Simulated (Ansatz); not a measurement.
Basis-set series for `[OH][Ag-][n+]1ccccc1`. Total charge 0; spin multiplicity 1. Ag: def2 effective core potential. The structure was optimised at the PBE0-D4/def2-TZVP level. It is one conformer, not always the lowest.

```xyz
14

O    -2.812    1.000    3.460
Ag   -1.560    0.617    1.978
N    -0.310    0.094    0.366
C     0.819    0.763    0.120
C     1.662    0.445   -0.929
C     1.326   -0.610   -1.760
C     0.156   -1.306   -1.509
C    -0.631   -0.923   -0.439
H    -2.524    1.783    3.934
H     1.048    1.580    0.792
H     2.566    1.021   -1.083
H     1.966   -0.885   -2.591
H    -0.151   -2.138   -2.129
H    -1.554   -1.443   -0.211
```

```tsv
functional	basis	functions	energy (Eh)	HOMO (eV)	LUMO (eV)
PBE0-D4	def2-SVP	159	-470.47282	-5.50	-1.95
PBE0-D4	def2-QZVPP	667	-470.89540	-5.87	-2.06
ωB97M-V	def2-SVP	159	-470.64251	-7.81	0.15
ωB97M-V	def2-QZVPP	667	-471.07945	-8.25	-0.04
```

Question: Give the rows for def2-TZVPP. (Estimate.)

Answer: The calculation gave: 
| functional | basis | functions | energy (Eh) | HOMO (eV) | LUMO (eV) |
| --- | --- | --- | --- | --- | --- |
| PBE0-D4 | def2-TZVPP | 357 | -470.87445 | -5.79 | -2.03 |
| ωB97M-V | def2-TZVPP | 357 | -471.05930 | -8.16 | 0.01 |

Positive LUMOs are unbound and depend on the basis.

All numbers were calculated with Ansatz.
